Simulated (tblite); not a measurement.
Record of a relaxation.

Compound: CH9Cl2PSi4.
SMILES with atom numbers: `[CH3:1][Si@H:2]1[Si@@H:3]([Cl:4])[Si@H:5]([PH2:6])[Si@H:7]1[Cl:8]` (hydrogens: H9, H10, H11 on C1; H12 on Si2; H13 on Si3; H14 on Si5; H15, H16 on P6; H17 on Si7)

Computed with GFN2-xTB (tblite), gas phase: L-BFGS steps from a force-field or distance-geometry start until the largest atomic force falls under 0.01 eV/Å. 12 of its 204 geometries are shown.

Step 0: E = -686.4978 eV, largest atomic force 2.653 eV/Å
```
atom  x, y, z in Å  |  force x, y, z in eV/Å
C1     -2.697   -0.663   -0.627   -1.815  -0.274  -0.280
Si2    -1.203    0.269   -0.088   -0.822   0.477   0.246
Si3     0.071   -0.999    1.293   -0.592  -1.147   1.887
Cl4     0.084   -3.021    0.818   -0.055   0.588   0.351
Si5     1.827    0.014    0.347    2.637  -0.168  -0.239
P6      2.241    1.969    1.293   -0.200   1.023   1.174
Si7     0.542    0.191   -1.497    0.313   0.266  -2.203
Cl8     0.439   -1.534   -2.649    0.134   0.629   0.217
H9     -3.574   -0.006   -0.425    0.303  -0.817  -0.152
H10    -2.719   -0.884   -1.714    0.009  -0.099   0.849
H11    -2.772   -1.588   -0.010   -0.278   0.644  -0.816
H12    -1.449    1.568    0.525   -0.138   0.223  -0.011
H13    -0.171   -0.656    2.700    0.036  -0.471   0.202
H14     3.010   -0.830    0.187    0.402   0.040   0.045
H15     1.986    3.068    0.359    1.018  -1.156   0.461
H16     3.628    2.012    1.758   -1.058   0.184  -1.213
H17     0.750    1.399   -2.281    0.105   0.058  -0.520
```

Step 18: E = -688.1154 eV, largest atomic force 0.196 eV/Å
```
atom  x, y, z in Å  |  force x, y, z in eV/Å
C1     -2.858   -0.659   -0.637    0.001  -0.010  -0.006
Si2    -1.297    0.260   -0.043    0.064  -0.004   0.008
Si3     0.123   -0.922    1.484    0.057  -0.181  -0.051
Cl4     0.027   -2.947    1.043   -0.024   0.136   0.051
Si5     2.015   -0.017    0.328   -0.119  -0.004   0.066
P6      2.200    1.948    1.445   -0.045  -0.035   0.025
Si7     0.568    0.396   -1.548    0.047  -0.150  -0.089
Cl8     0.567   -1.317   -2.712    0.010   0.111   0.064
H9     -3.764   -0.088   -0.469   -0.059   0.038  -0.011
H10    -2.798   -0.891   -1.695   -0.006   0.033  -0.077
H11    -2.963   -1.605   -0.117   -0.006  -0.049   0.054
H12    -1.642    1.611    0.435   -0.090  -0.030  -0.018
H13    -0.112   -0.930    2.935    0.042   0.033  -0.024
H14     3.351   -0.651    0.270   -0.005   0.058   0.012
H15     2.171    2.747    0.324    0.127  -0.001   0.006
H16     3.571    1.965    1.526    0.015   0.023  -0.106
H17     0.836    1.413   -2.579   -0.009   0.032   0.096
```

Step 37: E = -688.1513 eV, largest atomic force 0.112 eV/Å
```
atom  x, y, z in Å  |  force x, y, z in eV/Å
C1     -2.894   -0.692   -0.675   -0.021   0.001   0.000
Si2    -1.326    0.208   -0.050    0.036  -0.020  -0.016
Si3     0.116   -0.923    1.515   -0.029   0.004  -0.046
Cl4    -0.030   -2.942    1.134    0.019  -0.006   0.027
Si5     2.003   -0.027    0.364   -0.050   0.085   0.054
P6      2.263    1.975    1.405    0.021  -0.056  -0.038
Si7     0.584    0.386   -1.505   -0.084  -0.014   0.009
Cl8     0.635   -1.239   -2.760    0.011   0.034  -0.025
H9     -3.789   -0.103   -0.498   -0.040   0.029   0.026
H10    -2.853   -0.896   -1.741    0.077   0.004  -0.018
H11    -3.029   -1.646   -0.174    0.044  -0.020   0.015
H12    -1.756    1.537    0.424   -0.002  -0.016  -0.001
H13    -0.029   -0.876    2.974   -0.015   0.018   0.027
H14     3.355   -0.616    0.289    0.012  -0.040  -0.003
H15     2.287    2.738    0.258    0.019  -0.039   0.006
H16     3.635    1.913    1.446    0.002   0.020   0.007
H17     0.824    1.513   -2.416    0.000   0.015  -0.023
```

Step 55: E = -688.1720 eV, largest atomic force 0.082 eV/Å
```
atom  x, y, z in Å  |  force x, y, z in eV/Å
C1     -2.899   -0.757   -0.716    0.052   0.031   0.006
Si2    -1.371    0.172   -0.039    0.071  -0.015   0.038
Si3     0.077   -0.885    1.566   -0.017   0.020  -0.026
Cl4     0.012   -2.932    1.354   -0.009   0.040  -0.001
Si5     1.965   -0.029    0.385   -0.040   0.023   0.003
P6      2.373    1.984    1.344    0.021  -0.028  -0.012
Si7     0.540    0.440   -1.472   -0.065  -0.002  -0.020
Cl8     0.683   -1.021   -2.906   -0.028  -0.009   0.024
H9     -3.814   -0.200   -0.535   -0.003  -0.059  -0.005
H10    -2.811   -0.911   -1.788   -0.028  -0.029   0.012
H11    -3.002   -1.735   -0.253   -0.005   0.033  -0.027
H12    -1.846    1.480    0.451   -0.007  -0.020  -0.020
H13    -0.101   -0.726    3.015   -0.002   0.010  -0.006
H14     3.256   -0.737    0.294    0.037   0.008  -0.004
H15     2.472    2.681    0.159   -0.001  -0.021   0.009
H16     3.738    1.833    1.411   -0.003  -0.016   0.019
H17     0.720    1.654   -2.279    0.026   0.033   0.011
```

Step 74: E = -688.1888 eV, largest atomic force 0.065 eV/Å
```
atom  x, y, z in Å  |  force x, y, z in eV/Å
C1     -2.856   -0.870   -0.756    0.009   0.005   0.013
Si2    -1.430    0.172   -0.023    0.026   0.013  -0.036
Si3     0.037   -0.791    1.597    0.021   0.026   0.005
Cl4    -0.014   -2.840    1.565   -0.030  -0.014   0.007
Si5     1.929   -0.026    0.364   -0.055   0.026  -0.024
P6      2.508    1.948    1.304    0.021   0.001  -0.010
Si7     0.465    0.548   -1.442   -0.022  -0.037   0.031
Cl8     0.528   -0.791   -2.993    0.012   0.014   0.012
H9     -3.828   -0.423   -0.562    0.008  -0.003  -0.019
H10    -2.744   -0.971   -1.832   -0.027  -0.005   0.008
H11    -2.874   -1.874   -0.339    0.048   0.015   0.004
H12    -2.015    1.448    0.428   -0.035  -0.001   0.002
H13    -0.176   -0.478    3.014    0.025  -0.025   0.023
H14     3.179   -0.801    0.237    0.017  -0.034  -0.012
H15     2.738    2.582    0.103    0.007   0.010   0.009
H16     3.844    1.647    1.444   -0.023   0.000   0.023
H17     0.701    1.830   -2.118   -0.001   0.009  -0.035
```

Step 92: E = -688.2061 eV, largest atomic force 0.084 eV/Å
```
atom  x, y, z in Å  |  force x, y, z in eV/Å
C1     -2.762   -0.956   -0.760   -0.029  -0.020   0.033
Si2    -1.481    0.260   -0.026   -0.028  -0.023   0.047
Si3     0.002   -0.678    1.612   -0.019   0.046   0.033
Cl4    -0.182   -2.720    1.658   -0.002  -0.044  -0.020
Si5     1.881   -0.005    0.309   -0.048   0.000   0.025
P6      2.568    1.915    1.280    0.078   0.003  -0.032
Si7     0.403    0.652   -1.448    0.008  -0.018  -0.035
Cl8     0.408   -0.672   -3.018    0.014   0.031   0.039
H9     -3.784   -0.665   -0.530    0.011   0.015  -0.045
H10    -2.664   -1.019   -1.841   -0.042   0.004   0.028
H11    -2.621   -1.959   -0.366    0.056   0.024  -0.015
H12    -2.230    1.461    0.389    0.025  -0.008  -0.020
H13    -0.110   -0.345    3.040    0.003   0.014  -0.056
H14     3.057   -0.872    0.113    0.062   0.004  -0.009
H15     3.010    2.505    0.114    0.003  -0.033   0.026
H16     3.838    1.477    1.590   -0.069   0.012  -0.001
H17     0.660    1.931   -2.126   -0.023  -0.007   0.004
```

Step 111: E = -688.2162 eV, largest atomic force 0.049 eV/Å
```
atom  x, y, z in Å  |  force x, y, z in eV/Å
C1     -2.719   -1.025   -0.768    0.000  -0.005   0.001
Si2    -1.532    0.282   -0.037   -0.010  -0.004   0.010
Si3    -0.043   -0.591    1.624   -0.007  -0.012   0.027
Cl4    -0.252   -2.628    1.759    0.011  -0.022  -0.009
Si5     1.839    0.015    0.294    0.011  -0.010  -0.009
P6      2.649    1.909    1.209   -0.020   0.027  -0.005
Si7     0.354    0.720   -1.433   -0.021   0.005  -0.021
Cl8     0.405   -0.526   -3.057    0.001   0.001  -0.009
H9     -3.755   -0.864   -0.481    0.038  -0.021   0.014
H10    -2.675   -1.039   -1.853   -0.016   0.045  -0.012
H11    -2.429   -2.017   -0.432   -0.034  -0.006   0.025
H12    -2.349    1.446    0.353    0.002  -0.016  -0.016
H13    -0.104   -0.194    3.035   -0.008   0.015   0.002
H14     2.988   -0.876    0.029    0.006  -0.009   0.003
H15     3.305    2.310    0.066    0.030   0.007   0.012
H16     3.793    1.343    1.726   -0.010  -0.004   0.003
H17     0.520    2.044   -2.044    0.026   0.009  -0.017
```

Step 129: E = -688.2362 eV, largest atomic force 0.039 eV/Å
```
atom  x, y, z in Å  |  force x, y, z in eV/Å
C1     -2.773   -0.993   -0.695    0.003   0.005  -0.033
Si2    -1.498    0.284   -0.075   -0.003  -0.017  -0.004
Si3     0.004   -0.612    1.563   -0.016   0.006   0.016
Cl4    -0.158   -2.661    1.600    0.012   0.015   0.001
Si5     1.873    0.050    0.233   -0.007  -0.009   0.014
P6      2.557    2.017    1.091    0.002  -0.011   0.030
Si7     0.377    0.668   -1.512    0.005   0.003  -0.007
Cl8     0.455   -0.672   -3.057   -0.022  -0.013  -0.030
H9     -3.730   -0.894   -0.189    0.001  -0.008  -0.005
H10    -2.951   -0.898   -1.763   -0.024   0.019   0.008
H11    -2.412   -2.002   -0.520    0.011  -0.013  -0.003
H12    -2.267    1.488    0.285    0.015   0.011   0.012
H13    -0.113   -0.278    2.989    0.030   0.009  -0.006
H14     3.062   -0.797    0.005    0.024  -0.007   0.028
H15     3.589    2.191    0.196   -0.002   0.001  -0.001
H16     3.402    1.468    2.030   -0.004   0.002  -0.002
H17     0.577    1.952   -2.193   -0.022   0.005  -0.019
```

Step 148: E = -688.2432 eV, largest atomic force 0.041 eV/Å
```
atom  x, y, z in Å  |  force x, y, z in eV/Å
C1     -2.797   -0.959   -0.686    0.003   0.003  -0.019
Si2    -1.469    0.273   -0.087   -0.027   0.018  -0.016
Si3     0.035   -0.626    1.540   -0.008  -0.030   0.027
Cl4    -0.111   -2.678    1.551    0.002   0.019   0.008
Si5     1.897    0.054    0.217   -0.007  -0.017   0.008
P6      2.499    2.042    1.091    0.003   0.006  -0.039
Si7     0.394    0.611   -1.554    0.000   0.005  -0.010
Cl8     0.429   -0.768   -3.071    0.011  -0.003   0.024
H9     -3.705   -0.898   -0.093   -0.001  -0.009   0.009
H10    -3.071   -0.792   -1.724   -0.002   0.025   0.007
H11    -2.424   -1.976   -0.611    0.005  -0.014  -0.006
H12    -2.183    1.510    0.282    0.008  -0.014   0.003
H13    -0.055   -0.308    2.970    0.002   0.008   0.001
H14     3.122   -0.760    0.074    0.015  -0.008  -0.023
H15     3.599    2.207    0.277   -0.024   0.002   0.029
H16     3.265    1.507    2.102    0.015   0.001  -0.002
H17     0.567    1.871   -2.287    0.006   0.009   0.000
```

Step 166: E = -688.2505 eV, largest atomic force 0.023 eV/Å
```
atom  x, y, z in Å  |  force x, y, z in eV/Å
C1     -2.803   -0.928   -0.713    0.005  -0.006  -0.016
Si2    -1.452    0.262   -0.084   -0.007   0.005  -0.002
Si3     0.057   -0.646    1.544   -0.013   0.003   0.001
Cl4    -0.099   -2.688    1.667   -0.002   0.009  -0.011
Si5     1.911    0.028    0.202    0.000   0.006  -0.006
P6      2.446    2.031    1.085    0.004   0.008  -0.008
Si7     0.403    0.579   -1.562    0.006  -0.004   0.006
Cl8     0.435   -0.855   -3.028    0.004   0.002  -0.001
H9     -3.623   -1.024   -0.007    0.000  -0.008   0.005
H10    -3.219   -0.594   -1.660   -0.006  -0.001   0.016
H11    -2.390   -1.921   -0.873    0.003   0.014   0.005
H12    -2.150    1.502    0.305    0.008  -0.019   0.011
H13     0.006   -0.249    2.957   -0.008   0.001   0.002
H14     3.163   -0.739    0.021   -0.004  -0.004   0.009
H15     3.583    2.214    0.333   -0.007   0.003  -0.005
H16     3.171    1.522    2.139    0.003  -0.010  -0.003
H17     0.555    1.818   -2.335    0.013   0.003  -0.003
```

Step 185: E = -688.2532 eV, largest atomic force 0.051 eV/Å
```
atom  x, y, z in Å  |  force x, y, z in eV/Å
C1     -2.789   -0.936   -0.729    0.028  -0.041   0.010
Si2    -1.462    0.270   -0.085   -0.008   0.004   0.011
Si3     0.031   -0.634    1.556   -0.006   0.010  -0.017
Cl4    -0.123   -2.673    1.697   -0.003  -0.003  -0.009
Si5     1.897    0.022    0.223    0.024   0.009   0.007
P6      2.469    2.024    1.087    0.000  -0.007  -0.031
Si7     0.405    0.594   -1.548   -0.005  -0.035  -0.008
Cl8     0.441   -0.828   -3.030   -0.002   0.014   0.018
H9     -3.550   -1.132    0.022   -0.010  -0.003  -0.028
H10    -3.286   -0.558   -1.619   -0.001  -0.010   0.026
H11    -2.333   -1.889   -0.988   -0.028   0.027  -0.006
H12    -2.186    1.487    0.327    0.011   0.007  -0.012
H13    -0.046   -0.220    2.961    0.002   0.003   0.022
H14     3.134   -0.776    0.062   -0.013   0.012  -0.003
H15     3.562    2.215    0.271   -0.017  -0.004   0.011
H16     3.253    1.508    2.093    0.016  -0.004   0.015
H17     0.576    1.835   -2.311    0.012   0.022  -0.008
```

Step 203: E = -688.2543 eV, largest atomic force 0.008 eV/Å
```
atom  x, y, z in Å  |  force x, y, z in eV/Å
C1     -2.792   -0.936   -0.726   -0.002  -0.003   0.004
Si2    -1.463    0.272   -0.085    0.003  -0.002   0.000
Si3     0.024   -0.631    1.563   -0.005  -0.002  -0.006
Cl4    -0.137   -2.673    1.666    0.000   0.000   0.000
Si5     1.898    0.021    0.239    0.001   0.003  -0.002
P6      2.467    2.027    1.092    0.000  -0.002   0.002
Si7     0.413    0.585   -1.541    0.002  -0.003  -0.002
Cl8     0.448   -0.840   -3.017    0.001  -0.001   0.000
H9     -3.529   -1.169    0.038    0.002   0.002   0.000
H10    -3.324   -0.535   -1.585    0.004   0.002   0.001
H11    -2.333   -1.871   -1.034    0.000   0.002  -0.001
H12    -2.177    1.500    0.305   -0.001   0.000   0.001
H13    -0.061   -0.242    2.976    0.000   0.001   0.003
H14     3.134   -0.776    0.085   -0.003   0.001   0.000
H15     3.531    2.233    0.243    0.001   0.001  -0.002
H16     3.290    1.523    2.074    0.001   0.000   0.001
H17     0.605    1.824   -2.304   -0.001   0.000   0.001
```

**Question.** Summarise the path.

**Answer.** The energy falls by 40.51 kcal/mol from step 0 to step 203; nine tenths of that is first reached at step 13. It rises by more than 0.2 meV at step 124. The largest force goes from 2.653 to 0.008 eV/Å. Among the bonds Si2–Si7 changes most, from 2.244 to 2.395 Å; the atoms move by 0.773 Å rms after alignment.

What follows is the cost of the whole relaxation. Time: 3.1 s. Hardware: one thread, Arm Neoverse V2 (aarch64), no GPU, shared host with 32 logical CPUs at a one-minute load of 29.
